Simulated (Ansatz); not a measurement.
A calculation with Ansatz (development build ahead of 0.2.0).

```yaml
crystal:
  periodic: [false, false, false]
  atoms:
    - { symbol: Li, position_ang: [4.05035, 0.0, 0.0] }
    - { symbol: Li, position_ang: [2.86403, 2.94995, 0.0] }
    - { symbol: Li, position_ang: [0.0, 4.17186, 0.0] }
    - { symbol: Li, position_ang: [-2.86403, 2.94995, 0.0] }
    - { symbol: Li, position_ang: [-4.05035, 0.0, 0.0] }
    - { symbol: Li, position_ang: [-2.86403, -2.94995, 0.0] }
    - { symbol: Li, position_ang: [0.0, -4.17186, 0.0] }
    - { symbol: Li, position_ang: [2.86403, -2.94995, 0.0] }
    - { symbol: H, position_ang: [4.20397, 1.79358, 0.0] }
    - { symbol: H, position_ang: [1.74134, 4.33009, 0.0] }
    - { symbol: H, position_ang: [-1.74134, 4.33009, 0.0] }
    - { symbol: H, position_ang: [-4.20397, 1.79358, 0.0] }
    - { symbol: H, position_ang: [-4.20397, -1.79358, 0.0] }
    - { symbol: H, position_ang: [-1.74134, -4.33009, 0.0] }
    - { symbol: H, position_ang: [1.74134, -4.33009, 0.0] }
    - { symbol: H, position_ang: [4.20397, -1.79358, 0.0] }
basis:
  gaussian: { orbitals: def2-SVP }
hamiltonian:
  xc: hf
```

The input is written out in the form of the current development build from the run's settings.

The run gave:

```
Converged                       : yes
Total energy                    : -64.26387 hartree
Spin squared of the determinant : 0.000
```
